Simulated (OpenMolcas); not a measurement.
**Ag2+: moving the ligands**

Ag2+ with 6 ligands (ammonia) in octahedral coordination (S6) at 2.36 Å. Ligand basis ANO-RCC-VDZP.

```json
{
  "Program": "OpenMolcas 26.06",
  "Method": "SS-CASPT2, IPEA 0.25 Eh, imaginary shift 0.1 Eh (closed shells correlated: 4s 4p and the ligand valence shells)",
  "Basis": "ANO-RCC-VTZP [7s6p4d2f1g]",
  "Scalar Hamiltonian": "DKH2, point nucleus",
  "Active space": "9 electrons in 5 orbitals (4d)",
  "State averaging": "2S+1 = 2 even, 5 roots",
  "Spin-orbit coupling": "state interaction with AMFI integrals over the reference wave functions"
}
```

Runs around this geometry, states. Energies in cm-1 above the lowest state or level, χT in cm3 K/mol.

| R (Å) | Ground state | First state of that spin | First gap with spin-orbit (degeneracies) | χT at 300 K |
| --- | --- | --- | --- | --- |
| 2.25 | 2S+1 = 2 | 22570 | 1 (2, 2) | 0.475 |
| 2.36 | 2S+1 = 2 | 17860 | 0 (2, 2) | 0.508 |
| 2.42 | 2S+1 = 2 | 15780 | 1 (2, 2) | 0.528 |

Roots that are degenerate in the reference are averaged as groups; the widest CASPT2 spread within a group is 75 cm-1 (the 2-fold group of multiplicity 2 near 0 cm-1 above the lowest state of its run, R = 2.42). Shifts and gaps below about the spread of the groups concerned are not significant. Over all roots computed the reference weight is 0.68 to 0.69 in R = 2.25, 0.68 to 0.69 in R = 2.36, 0.68 to 0.69 in R = 2.42; a low but even weight reflects the number of correlated electrons. An orbital doublet at a regular site is open to a Jahn-Teller distortion, which this geometry leaves out. Ligand-to-metal charge-transfer states are missing. With one d shell and no ligand orbital active, 10Dq can be off by a tenth or more. The least metal-like active orbital is 83 % on the metal (Löwdin) and no ligand orbital is active, so the numbers are rough (holds for R = 2.25). Free-ion shares, where given, are those of the reference states; single-state CASPT2 does not remix them (holds for R = 2.42). No measured value stands beside these numbers; the geometry is a model, was not optimised and need not be the one that this ion takes.

A state without a sure symmetry label is named by its multiplicity alone.
